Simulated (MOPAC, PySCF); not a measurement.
C$_{5}$H$_{8}$, SMILES `CC1=C[C@@H]1C`, neutral singlet in the gas phase. 

Cartesian coordinates (Å):
```xyz
13

C      1.9497     0.3688    -0.3422
C      0.6873    -0.3822    -0.2391
C     -0.0971    -1.3392    -0.6070
C     -0.6373    -0.4385     0.4703
C     -1.7344     0.5717     0.1974
H      2.4765     0.3629     0.6160
H      2.6067    -0.0508    -1.1052
H      1.7525     1.4156    -0.5885
H     -0.2931    -2.1890    -1.2373
H     -0.6502    -0.8198     1.4947
H     -1.6742     0.9407    -0.8290
H     -1.6616     1.4303     0.8711
H     -2.7248     0.1295     0.3377
```
Charge 0, multiplicity 1.

All levels are single points at this geometry (B3LYP-D3(BJ)/def2-TZVP); Pople sets use spherical d functions. Orbital energies aren't observables, and empty levels follow the basis.

PBE/6-31G* in PySCF gives gap (eV) = 5.37.

Task: Estimate the gap (eV) from each of these levels: B3LYP-D3(BJ)/def2-TZVP in PySCF; B3LYP/3-21G in PySCF; B3LYP/6-311+G** in PySCF; B3LYP/6-31G* in PySCF; M06-2X/6-31G* in PySCF; AM1 in MOPAC; PM3 in MOPAC; PM7 in MOPAC.

Result: 
```
level                            gap (eV)
-------------------------------  --------
B3LYP-D3(BJ)/def2-TZVP in PySCF      6.90
B3LYP/3-21G in PySCF                 7.29
B3LYP/6-311+G** in PySCF             6.76
B3LYP/6-31G* in PySCF                7.18
M06-2X/6-31G* in PySCF               9.81
AM1 in MOPAC                        10.90
PM3 in MOPAC                        10.89
PM7 in MOPAC                        10.81
```
